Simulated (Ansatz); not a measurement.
Wavefunction ladder for `O=CC[SiH3]`

Z-matrix (Å, degrees):
```
C
C 1 1.497
Si 1 1.889 2 112.7
H 1 1.097 2 108.4 3 -123.5
H 1 1.097 2 108.4 3 123.5
O 2 1.202 1 123.9 3 0.0
H 2 1.111 1 116.0 3 -180.0
H 3 1.483 1 110.6 2 -61.3
H 3 1.483 1 110.6 2 61.3
H 3 1.488 1 107.7 2 180.0
```

Charge 0, multiplicity 1. The geometry is a stationary point of PBE0-D4/def2-TZVP. It is one conformer, not always the lowest. Frozen core, restricted reference, Ansatz 0.2.0. CBS rows extrapolate triple and quadruple zeta; past MP2 they add the triple-zeta difference.

```csv
basis,HF (Eh),MP2 corr.
def2-SVP,-442.80497,-0.55463
def2-TZVPP,-443.08667,-0.68807
def2-QZVPP,-443.10277,-0.73673
```

Task: Estimate the CCSD correlation energy and the (T) correction in each basis where they were run (hartree).

Result: 
```json
{"basis": "def2-SVP", "CCSD corr.": "-0.60062", "(T)": "-0.01826"}
{"basis": "def2-TZVPP", "CCSD corr.": "-0.72695", "(T)": "-0.02930"}
{"basis": "CBS(def2)", "CCSD corr.": "-0.81167", "(T)": "as TZ"}
```
